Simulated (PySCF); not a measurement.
## Fractional electron number in Ta²⁺ (tantalum, charge +2)

The 5d alpha orbital of [Xe] 4f14 5d3 is emptied in steps (occupation f), with all orbitals relaxed, ending at [Xe] 4f14 5d2. Calculation: PySCF 2.14, in def2-TZVPPD with the def2 core potential (60 electrons) (6s5p3d2f1g, 59 functions); scalar relativity through the core potential. The exact energy is a straight line in f; departures are measured from the line between the end points of the same method.

```
  f  BHandHLYP (eV)  wB97X (eV)  HSE06 (eV)
  1           0.000       0.000       0.000
0.9          -0.210      -0.105      -0.371
0.7          -0.492      -0.243      -0.867
0.5          -0.588      -0.286      -1.034
0.3          -0.495      -0.236      -0.869
0.1          -0.214      -0.099      -0.373
  0           0.000       0.000       0.000
```

```json
{"method": "BHandHLYP", "E(f=0) − E(f=1) (eV)": "24.111", "−ε at f=1 (eV)": "21.777", "−ε at f=0.5 (eV)": "24.102"}
{"method": "wB97X", "E(f=0) − E(f=1) (eV)": "23.880", "−ε at f=1 (eV)": "22.716", "−ε at f=0.5 (eV)": "23.899"}
{"method": "HSE06", "E(f=0) − E(f=1) (eV)": "24.356", "−ε at f=1 (eV)": "20.240", "−ε at f=0.5 (eV)": "24.349"}
```

Orbital energy along the path (eV):

```
  f  BHandHLYP    wB97X    HSE06
  1    -21.777  -22.716  -20.240
0.9    -22.238  -22.952  -21.055
0.7    -23.166  -23.427  -22.697
0.5    -24.102  -23.899  -24.349
0.3    -25.044  -24.352  -26.008
0.1    -26.000  -24.770  -27.669
  0    -26.500  -24.979  -28.499
```

Reference removal energy between the ground levels: 23.1 ± 1.6 eV (theoretical estimate listed by NIST; NIST Atomic Spectra Database, ionization energies). The calculation has no spin-orbit coupling. The determinant left behind need not be the lowest term of the ion.
